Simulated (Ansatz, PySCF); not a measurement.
Ways to break one bond of [F][Ge]([F])([Br])[Br] [dibromo(difluoro)germane]:

A. [F][Ge]([F])([Br])[Br] [dibromo(difluoro)germane] -> F atom + [F][Ge]([Br])[Br]
B. [F][Ge]([F])([Br])[Br] [dibromo(difluoro)germane] → [F][Ge]([F])[Br] + Br atom

Quantity: bond dissociation energy (enthalpy at 298 K, with B3LYP-D3(BJ) rigid-rotor harmonic-oscillator terms), kcal/mol. Structures are relaxed separately at B3LYP-D3(BJ)/def2-TZVP in Ansatz (a first-principles code). Frequencies are from Ansatz or PySCF. Correlated levels leave the core frozen unless marked. UHF or UKS for open shells. No spin-orbit coupling. The frozen core is the preceding noble-gas configuration, with the filled d and f shells of earlier blocks. No relativistic terms. CBS marks a two-point X^-3 extrapolation of the correlation energy; Hartree-Fock from the larger set (for Q and 5 zeta extrapolated as (X+1)exp(-9√X)).

```tsv
	PBE0/def2-QZVPP (Ansatz)	r2SCAN0/def2-TZVPD (Ansatz)	RI-MP2/cc-pVQZ (Ansatz)	CCSD(T)/CBS(cc-pVQZ,cc-pV5Z) (Ansatz)
A	117.3	115.6	134.4	…
B	80.0	80.9	87.3	…
```

Fill in the missing entries.


- A, CCSD(T)/CBS(cc-pVQZ,cc-pV5Z) (Ansatz): 127.6
- B, CCSD(T)/CBS(cc-pVQZ,cc-pV5Z) (Ansatz): 85.5
